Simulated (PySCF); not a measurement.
# What settings do to a single point of [Dy(BH4)2]+

The sound run of [Dy(BH4)2]+ (singlet in the valence; each metal's 4f electrons, 9 of them, lie in its core potential, out of spins and levels; a saddle point, relaxed within its symmetry) uses PySCF 2.14.0, RKS PBE0, Dy lcecp-1-SVP with ECP55, B def2-SVP, H def2-SVP; non-relativistic Hamiltonian with scalar-relativistic core potentials where named; density fitting; no spin-orbit coupling, grid (50, 194), threshold 1e-8 Eh and 55 cycles, at the relaxed geometry:

```xyz
11

Dy    0.0000    0.0000    0.0000
B     0.0000    0.0000    2.4051
H     0.0000    0.0000    3.6014
H     1.1544    0.0180    1.8777
H    -0.5927    0.9907    1.8777
H    -0.5616   -1.0087    1.8777
B     0.0000    0.0000   -2.4051
H     0.0000    0.0000   -3.6014
H     1.1544   -0.0180   -1.8777
H    -0.5927   -0.9907   -1.8777
H    -0.5616    1.0087   -1.8777
```

There Dy1 has a Mulliken charge of 1.11 e and the dipole about the centre of mass is 0.00 D. Each run below changes one thing and starts from free metal ions and neutral atoms unless it says otherwise; with 55 cycles, smearing, a level shift and second-order steps follow where DIIS fails, and their cycles count. Energy shifts count from the sound run. On f atoms grids over 110 angular points are at least (60, 302).

| change | outcome | cycles | energy shift (eV) | largest force component (eV/Å) | charge on Dy1 (e) | dipole about the centre of mass (D) |
| --- | --- | --- | --- | --- | --- | --- |
| cycle limit 3 | not converged | 3 | – | – | – | – |
| start from a density of up to 30 smeared cycles (not counted) | converged | 6 | 0.0000 | 0.01 | 1.11 | 0.00 |
| all coordinates × 1.05 | converged | 7 | 0.46 | 1.30 | 1.21 | 0.00 |

(1) How does the run with this change end: grid (30, 86)?

Forces carry noise of the integration grid, about 0.01 to 0.03 eV/Å.

An lcecp potential fixes the number of 4f electrons, so in runs with it no electron can move into or out of that shell.

Answers

(1) outcome converged, cycles 7, energy shift (eV) -0.0131, largest force component (eV/Å) 0.03, charge on Dy1 (e) 1.11, dipole about the centre of mass (D) 0.01.
